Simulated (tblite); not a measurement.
C3H5F2OSi (doublet state).
Atom-mapped SMILES: `[H]/[C:1]=[CH:2]\[O:3][SiH2:4][CH:5]([F:6])[F:7]` (hydrogens: H8 on C1; H9 on C2; H10, H11 on Si4; H12 on C5)
Bond orders are those of one Lewis drawing.

Computed with GFN2-xTB (tblite), gas phase: L-BFGS steps from a force-field or distance-geometry start until the largest atomic force falls under 0.01 eV/Å.

Step 33: E = -656.9962 eV
```
atom  x, y, z in Å  |  force x, y, z in eV/Å
C1     -3.1106    0.1808    0.1228    0.021   0.022   0.072
C2     -2.0439   -0.2347   -0.4723    0.095   0.011  -0.018
O3     -0.7614    0.0069   -0.0179    0.042   0.077   0.128
Si4     0.6844   -0.4124   -0.6017   -0.030  -0.053  -0.078
C5      1.9523    0.3899    0.6131   -0.055  -0.004   0.007
F6      3.2057   -0.0645    0.3231   -0.071  -0.008  -0.039
F7      2.0043    1.7397    0.4575    0.004   0.005   0.014
H8     -3.4345    0.7240    0.9772   -0.020  -0.019  -0.048
H9     -2.0727   -0.8080   -1.3910   -0.049  -0.017  -0.020
H10     0.9098    0.1454   -1.9318    0.043  -0.035  -0.006
H11     0.8766   -1.8589   -0.5202    0.052  -0.015  -0.053
H12     1.7912    0.1912    1.6801   -0.033   0.037   0.040
```

Step 34: E = -656.9983 eV
```
atom  x, y, z in Å  |  force x, y, z in eV/Å
C1     -3.1079    0.1842    0.1289    0.131  -0.018   0.014
C2     -2.0386   -0.2297   -0.4656    0.052   0.014   0.001
O3     -0.7516    0.0096   -0.0159   -0.014   0.051   0.087
Si4     0.6901   -0.4164   -0.6087   -0.080  -0.034  -0.072
C5      1.9497    0.3871    0.6102   -0.045   0.007   0.019
F6      3.2088   -0.0591    0.3346   -0.069  -0.023  -0.042
F7      1.9959    1.7366    0.4548    0.007   0.037   0.010
H8     -3.4448    0.7255    0.9790   -0.007  -0.015  -0.044
H9     -2.0701   -0.8056   -1.3848   -0.045   0.017   0.027
H10     0.9115    0.1398   -1.9399    0.043  -0.030  -0.008
H11     0.8822   -1.8618   -0.5288    0.048  -0.036  -0.051
H12     1.7760    0.1891    1.6749   -0.021   0.029   0.057
```

Step 35: E = -657.0000 eV
```
atom  x, y, z in Å  |  force x, y, z in eV/Å
C1     -3.1048    0.1862    0.1333    0.190  -0.041  -0.026
C2     -2.0329   -0.2250   -0.4599    0.004   0.017   0.025
O3     -0.7438    0.0138   -0.0111   -0.042   0.014   0.028
Si4     0.6925   -0.4197   -0.6147   -0.087  -0.007  -0.031
C5      1.9473    0.3849    0.6081   -0.050   0.017   0.020
F6      3.2097   -0.0558    0.3416   -0.065  -0.035  -0.039
F7      1.9899    1.7345    0.4526    0.006   0.048   0.009
H8     -3.4551    0.7257    0.9786    0.004  -0.010  -0.035
H9     -2.0681   -0.8032   -1.3791   -0.023   0.040   0.057
H10     0.9141    0.1346   -1.9460    0.035  -0.024  -0.014
H11     0.8879   -1.8643   -0.5363    0.035  -0.045  -0.049
H12     1.7646    0.1877    1.6717   -0.008   0.024   0.056
```

**Question.** Estimate the geometry and energy of step 36. (The exact step hangs on the optimiser's Hessian estimate; all steps are aligned on step 35, rigid shifts and turns removed.)

**Answer.** E = -657.0019 eV, largest force 0.186 eV/Å
```
atom  x, y, z in Å  |  force x, y, z in eV/Å
C1     -3.0989    0.1879    0.1383    0.178  -0.040  -0.036
C2     -2.0267   -0.2212   -0.4555   -0.035   0.017   0.047
O3     -0.7371    0.0173   -0.0067   -0.047  -0.023  -0.032
Si4     0.6932   -0.4234   -0.6211   -0.051   0.018   0.024
C5      1.9430    0.3836    0.6072   -0.052   0.025   0.015
F6      3.2079   -0.0536    0.3473   -0.068  -0.042  -0.030
F7      1.9841    1.7337    0.4512    0.000   0.039   0.006
H8     -3.4615    0.7266    0.9787    0.020  -0.010  -0.033
H9     -2.0677   -0.8011   -1.3742    0.007   0.050   0.067
H10     0.9176    0.1294   -1.9521    0.023  -0.018  -0.018
H11     0.8941   -1.8678   -0.5448    0.017  -0.036  -0.046
H12     1.7532    0.1879    1.6704    0.005   0.020   0.035
```

The energy changes by -0.0018 eV. The first-order estimate −F·Δx gives -0.0025 eV and the mean of the old and new forces, exact on a quadratic surface, -0.0019 eV. The step makes an angle of 71° with the force vector and moves no atom by more than 0.011 Å.

What follows is the cost of the whole relaxation. On one thread, Intel Xeon 6975P-C (x86_64), shared host, this took 0.35 s of wall time.
